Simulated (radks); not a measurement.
Task: Successive ionisation energies (eV) of one element, from differences of total energies of ions in their ground configurations, starting at charge 44: 3519.3, 3717.7, 3806.4, 8683.0, 8932.7, 9184.3, 9437.4, 10162.0, 10433.6, 10824.8, 11038.5, 45342, 46205. Calculated with a radial shooting solver on a logarithmic mesh with Libxc functionals: Dirac Kohn-Sham, exchange-only PBE, spin-unpolarised, spherical densities, finite nucleus; open shells fill j = l - 1/2 first; Fermi nuclear charge, rms radius 4.855 fm. Which element is it?

Result: Lanthanum (Z = 57). The first species listed is La44+ in [Ne] 3s2 3p1, the last La56+ in 1s1.
